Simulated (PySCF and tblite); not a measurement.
The numbers below are computed, except where a source is named.
C8H10N2, numbered as in [CH3:1][C:2]([CH3:3])([CH3:4])/[C:5]([C:6]#[N:7])=[CH:8]\[C:9]#[N:10].

Free energies: PBE0-D3(BJ)/pcSseg-1 on GFN2-xTB structures plus GFN2-xTB thermal terms, symmetry and mirror images included. Conformers within 2.5 kcal/mol (GFN2-xTB free energy) were kept, 3 at most. Couplings: B3LYP/6-31G* with pcJ-1 on H (gas phase; spin-dipole term only for pairs with B, N, F, Si or P). Couplings are for ¹H. H–H couplings come out 0.1 to 0.9 Hz lower than with pcJ-1 on all atoms. Programs: PySCF with density fitting and tblite.

Torsions listed: C1–C2–C5–C8.

```json
{"conformer": "1", "shape": "-121°", "weight %": "54.8"}
{"conformer": "2", "shape": "180°", "weight %": "45.2"}
```

(1) Give the couplings in each conformer and the averages at 298.15 K (pairs that fast motion interchanges averaged).

Answers

(1) 
```tsv
coupling	pairs	1	2	average (Hz)
²J(H1,H1)	9	-14.2	-14.1	-14.1
```
